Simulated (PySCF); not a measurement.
## How methods differ on the excitation energy of Ag⁺

Ag⁺ [Kr] 4d10 (1S) → Ag⁺ [Kr] 4d9 5s1 (3D), as a difference of total energies. All numbers are calculated (PySCF 2.14, scalar relativity through the core potential, in def2-TZVPPD with the def2 core potential (28 electrons)). Correlated levels: valence: 4s2 4p6 frozen; valence and next inner shell: nothing frozen outside the core potential. The calculations carry no spin-orbit coupling.

| method | excitation energy (eV) |
| --- | --- |
| UHF | 4.400 |
| LDA | 4.772 |
| PBE | 4.694 |
| PBE0 | 4.807 |
| r2SCAN | 4.638 |
| BLYP | 4.552 |
| MN15 | 5.101 |
| r2SCANh | 4.675 |
| revPBE | 4.723 |
| MP2 (valence) | 5.376 |
| SCS-MP2 (valence) | 5.364 |
| MP2 (valence and next inner shell) | 5.170 |
| SCS-MP2 (valence and next inner shell) | 5.134 |

Question: How much does correlation contribute at MP2 (valence and next inner shell)?

Answer: 5.170 − (4.400) = 0.770 eV, measured against UHF.

Errors of the correlated levels include the incompleteness of this basis and the frozen core.

For comparison: 5.035 eV (measured; NIST levels, between the centres of gravity of the two terms).
